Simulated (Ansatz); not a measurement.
Consider the ligand exchange at the Sn–Br bond: `[OH][SnH2][Br]` + CH₃NH₂ → `C[NH][SnH2][OH]` + HBr.

Isolated molecules relaxed with PBE0-D4/def2-TZVP in Ansatz; ΔE leaves out vibrations. CCSD(T)/CBS adds triple-zeta CCSD(T) − MP2 to the extrapolated MP2 energy (def2 sets, frozen cores). Functionals use def2-TZVPP. def2 core potentials past Kr. For Br, Sn outer-core shells are correlated without core-valence functions, which leaves a few kJ/mol of doubt a bond. Scalar relativity is left out up to krypton. One conformer a species, not always the lowest.

| species | r2SCAN-D4 energy (Eh) |
| --- | --- |
| `[OH][SnH2][Br]` | -2865.60133 |
| CH₃NH₂ | -95.83595 |
| `C[NH][SnH2][OH]` | -386.65177 |
| HBr | -2574.74147 |

**Question.** Work out ΔE.

**Answer.** ΔE = (-386.65177) + (-2574.74147) − (-2865.60133) − (-95.83595) = 0.04404 Eh = +115.6 kJ/mol. CCSD(T)/CBS gives +109.9 kJ/mol.

Largest T1 diagnostic among the species: 0.013.

From PBE to PBE0 (25 % exact exchange), in def2-TZVPP and without D4, ΔE moves by +5.6 kJ/mol. The D4 term adds −4.5 kJ/mol with B3LYP and −2.6 kJ/mol with PBE0; it sums over pairs of atoms, weighted by their polarisabilities, and B3LYP, whose exchange is more repulsive, gets the larger term.

B3LYP here is the variant with VWN-RPA as its local correlation; programs differ in this.
